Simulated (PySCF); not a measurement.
Ionisation energy along the 20-electron series

Calculated with PySCF 2.14 and a two-component X2C-1e Hamiltonian (Gaussian nucleus, no Breit or QED terms), each ion in its own even-tempered basis scaled to its charge; GMP2 freezes [Ne] and drops the highest virtual spinors. Values in eV. NIST values: (m) measured, (s) semi-empirical, (t) theoretical.

```csv
ion,configuration,GHF (spin-free),GMP2 (spin-free),GHF (screened spin-orbit),GMP2 (screened spin-orbit),NIST
Ta(53+),[Ar] 3d2,4988.5,4988.0,5026.4,5026.2,5024 ± 5 (t)
W(54+),[Ar] 3d2,5166.3,5165.7,5206.9,5206.7,5209 ± 4 (s)
Re(55+),[Ar] 3d2,5347.6,5347.0,5391.1,5390.8,5388 ± 5 (t)
```

Between Z = 73 and Z = 75 the GMP2 (screened spin-orbit) value grows as Z to the power 2.59.
